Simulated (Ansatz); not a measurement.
Cost and result for the atomization energy of BFH4O2Si, SMILES `OB(F)O[SiH3]` (9 atoms, 8 bonds).

```xyz
9

O     1.406    1.046    0.195
B     0.121    1.106    0.635
F    -0.281    2.133    1.386
O    -0.766    0.140    0.325
Si   -0.623   -1.249   -0.564
H     1.941    1.791    0.480
H    -1.953   -1.898   -0.543
H     0.391   -2.144    0.046
H    -0.236   -0.925   -1.959
```

Charge 0, multiplicity 1. The geometry is a stationary point of PBE0-D4/def2-TZVP. It is one conformer, not always the lowest. Program: Ansatz. All runs use 2 threads of a server CPU on a shared host. Times are those of one run each, without the atoms' runs, and a repeat can differ threefold. Electronic energies, without spin–orbit coupling; frozen cores. CCSD(T)/CBS adds CCSD(T) − MP2 in def2-TZVPP to the MP2 limit, and its time is that of the two runs behind it. T1 = 0.012.

CCSD(T)/CBS is a level of theory with its own doubt, some kJ/mol a heavy atom from the limit and from the frozen cores, so smaller differences don't rank the functionals.

```tsv
level	functions	wall time
LDA (SPW92)/def2-TZVPP	222	2.5 s
revPBE-D4/def2-TZVPP	222	4.4 s
BLYP-D4/def2-TZVPP	222	4.6 s
CAM-B3LYP-D4/def2-TZVPP	222	7.5 s
CCSD(T)/def2-SVP	94	10 s
B2PLYP/def2-TZVPP	222	12 s
PBE-QIDH/def2-TZVPP	222	12 s
ωB97X-V/def2-TZVPP	222	18 s
B97M-V/def2-TZVPP	222	19 s
ωB97M-V/def2-TZVPP (with forces)	222	25 s
MP2/def2-QZVPP	418	42 s
CCSD(T)/def2-TZVPP	222	4.7 min
CCSD(T)/CBS(def2)	–	5.4 min
```

(1) What atomization energy does each give, and how far from CCSD(T)/CBS? (Estimate.)

## Answers

(1) Ansatz gave: 
```
                           level  atomization (kcal/mol)  difference from CCSD(T)/CBS  per bond
          LDA (SPW92)/def2-TZVPP                  1000.0                        121.4      15.2
            revPBE-D4/def2-TZVPP                   860.3                        -18.3      -2.3
              BLYP-D4/def2-TZVPP                   874.5                         -4.1      -0.5
         CAM-B3LYP-D4/def2-TZVPP                   883.3                          4.7       0.6
                CCSD(T)/def2-SVP                   828.4                        -50.2      -6.3
               B2PLYP/def2-TZVPP                   869.7                         -8.9      -1.1
             PBE-QIDH/def2-TZVPP                   867.6                        -11.0      -1.4
              ωB97X-V/def2-TZVPP                   878.0                         -0.6      -0.1
               B97M-V/def2-TZVPP                   878.6                          0.0       0.0
ωB97M-V/def2-TZVPP (with forces)                   879.9                          1.3       0.2
                  MP2/def2-QZVPP                   894.4                         15.8       2.0
              CCSD(T)/def2-TZVPP                   855.4                        -23.2      -2.9
               CCSD(T)/CBS(def2)                   878.6                          0.0       0.0
```

From PBE to PBE0 (25 % exact exchange), in def2-TZVPP and without D4, the atomization energy moves by −16.7 kcal/mol: exact exchange takes away binding that semilocal exchange gives to molecules. At CCSD(T), def2-SVP lies −50.2 kcal/mol from the extrapolated value and def2-TZVPP −23.2 kcal/mol: correlation converges slowly with the basis, and small sets miss more of it in the bonded molecule than in its fragments. Leaving LDA and LC-ωPBE aside and taking each functional with its dispersion term where it has one, the values, not all of them listed here, spread over 36.2 kcal/mol, from BHLYP-D4 to PBE-D4. LDA lies +118.7 kcal/mol from PBE without D4, its usual overbinding.
